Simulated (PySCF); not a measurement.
Species: C4H12N2Si.
Numbering: `[CH3:1][N:2]1[CH2:3][CH2:4][CH2:5][N:6]1[SiH3:7]`

Probes without a nucleus sit at each ring's centroid and 1 Å off its mean plane on both sides; NICS is minus the shielding there, NICSzz its component along the normal. Level: GIAO PBE0/pcSseg-1 (PySCF, non-relativistic, gas phase) on the GFN2-xTB geometry, one conformer.

Ring bond lengths (Å), with Mayer bond orders in brackets: N2–C3 1.456 (0.96), C3–C4 1.545 (1.01), C4–C5 1.537 (1.02), C5–N6 1.453 (0.89), N6–N2 1.412 (0.96).

**Question.** What do the NICS probes read (ppm)?

**Answer.** 
```
          ring                                               type  NICS(0)  NICS(1), two faces  NICS(1)zz, two faces  rms pucker (Å)  centre to ring atoms, mean (Å)
N2–C3–C4–C5–N6  5-membered ring with 2 N; formal bonds all single     -9.0         -4.4 / -4.0           -9.1 / -9.7            0.16                            1.24
```

**Question.** What do they say, and how far can they be read as aromaticity?

**Answer.** 
- N2–C3–C4–C5–N6: mean NICS(1)zz -9.4 ppm, shielded. C3, C4, C5 have four or more neighbours; no verdict on aromaticity is drawn.

**Question.** At the second NICS(1) probe listed for ring N2–C3–C4–C5–N6, 1 Å off the ring, what do the in-plane components average?

**Answer.** The isotropic value is a third of the trace: (3 × -4.0 − (-9.7))/2 = -1.2 ppm.

**Question.** What are the shieldings of the ring atoms and their hydrogens in the same run (means over atoms taken as equivalent)?

**Answer.** 
| atoms | environment | σ isotropic (ppm) | principal values of the symmetric part, first atom (ppm) |
| --- | --- | --- | --- |
| N2 | hydrazine nitrogen | 154.2 | 92.4, 126.3, 244.0 |
| C3 | sp3 carbon bound to nitrogen | 129.3 | 97.9, 118.1, 171.9 |
| C4 | ring CH2 carbon | 158.5 | 118.3, 173.8, 183.5 |
| C5 | sp3 carbon bound to nitrogen | 141.9 | 106.9, 142.5, 176.3 |
| N6 | hydrazine nitrogen | 177.5 | 108.7, 158.3, 265.4 |
| H on C3 (×2) | methylene hydrogen | 28.92 | 24.7, 27.3, 35.2 |
| H on C4 (×2) | methylene hydrogen | 29.63 | 24.8, 27.2, 37.3 |
| H on C5 (×2) | methylene hydrogen | 28.51 | 23.5, 26.2, 35.2 |
